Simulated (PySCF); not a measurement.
Multinuclear NMR of C$_{5}$H$_{8}$O$_{2}$Si

Structure with atom numbers: `[CH3:1][c:2]1[cH:3][cH:4][c:5]([O:6][SiH3:7])[o:8]1`; H(Xn) means a hydrogen on atom n.

PySCF 2.14 calculation with NMR shieldings at PBE0/pcSseg-1/GIAO and GFN2-xTB structure; fast rotation and ring inversion assumed for equivalent nuclei, non-relativistic Hamiltonian, no solvent model, single conformer.

Question: Predict the 29Si NMR data.

Answer: 
| atoms | environment | σ (ppm) | δ (ppm) |
| --- | --- | --- | --- |
| Si7 | silicon bonded to O, 3 H | 388.0 | -39.0 |

Shieldings were converted by a linear fit to measured shifts: 29Si (scatter 8.9 ppm rms, 25.8 ppm with the 6 outliers that the fit left out vs TMS, solution or neat liquid). A few per cent of atoms miss by over 2 rms, more outside the fitted compound classes.

On a 600 MHz spectrometer 29Si resonates near 119.2 MHz, so 1 ppm is 119.2 Hz.

Question: Where does 17O resonate?

Answer: 
```tsv
atoms	environment	σ (ppm)	δ (ppm)
O8	aromatic ring oxygen	48.3	222.7
O6	oxygen bonded to C, Si	250.7	38.4
```

Shieldings were converted by a linear fit to measured shifts: 17O (scatter 10.7 ppm rms, 12.2 ppm with the 3 outliers that the fit left out vs liquid water, solution or neat liquid). A few per cent of atoms miss by over 2 rms, more outside the fitted compound classes.

On a 300 MHz spectrometer 17O resonates near 40.7 MHz, so 1 ppm is 40.7 Hz.
